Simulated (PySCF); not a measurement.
H5Si, SMILES [SiH5-], charge -1. Atoms are numbered in the order given.

```xyz
6

Si     0.0000     0.0000     0.0000
H      0.0000     0.0000     1.6219
H      0.0000     0.0000    -1.6219
H      1.5325     0.0000     0.0000
H     -0.7663     1.3272     0.0000
H     -0.7663    -1.3272     0.0000
```
Charge -1, spin multiplicity 1.

Geometry optimised at PBE0-D3(BJ)/def2-TZVPD.

All values below come from PySCF with PBE0/pcJ-1.

Isotropic couplings with Fermi-contact, spin-dipole and both spin-orbit terms, one fixed conformer, no vibrational averaging. Isotopes: 1H, 29Si.

```tsv
pair	bonds apart	J (Hz)
Si1–H2	1	-91.7
Si1–H3	1	-91.7
Si1–H4	1	-180.3
Si1–H5	1	-180.3
Si1–H6	1	-180.3
H2–H3	2	___
H2–H4	2	___
H2–H5	2	___
H2–H6	2	___
H3–H4	2	___
H3–H5	2	___
H3–H6	2	___
H4–H5	2	___
H4–H6	2	___
H5–H6	2	___
```

Task: Complete the blanks. (Estimate from the structure and the level; the computed values follow.)

Result: 
- H2–H3, J (Hz): 6.8
- H2–H4, J (Hz): 24.9
- H2–H5, J (Hz): 24.9
- H2–H6, J (Hz): 24.9
- H3–H4, J (Hz): 24.9
- H3–H5, J (Hz): 24.9
- H3–H6, J (Hz): 24.9
- H4–H5, J (Hz): -10.5
- H4–H6, J (Hz): -10.5
- H5–H6, J (Hz): -10.5
